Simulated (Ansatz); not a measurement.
CH3Se (SMILES C[Se]) moved off its minimum; all values from Ansatz (a quantum-chemistry and plane-wave program), cores frozen in correlated methods. Open shells are unrestricted.
(charge 0, multiplicity 2)
```xyz
5

C     -1.55890     0.05633     0.00859
Se     0.41841    -0.02958    -0.05154
H     -1.87027    -0.61825    -0.80282
H     -1.85215     1.14559    -0.14799
H     -1.88903    -0.37661     0.90901
```

### Question
Give the forces (eV/Å), the total energy and the dipole at CCSD(T)/cc-pVTZ.

### Answer

```
atom      Fx      Fy      Fz
----  ------  ------  ------
C1     0.757   1.410  -1.461
Se2   -0.196  -0.031   0.048
H3    -0.099   0.510   0.010
H4     0.039  -1.677   0.182
H5    -0.500  -0.212   1.221
```
Energy -2439.8498 hartree, dipole 1.47 D.
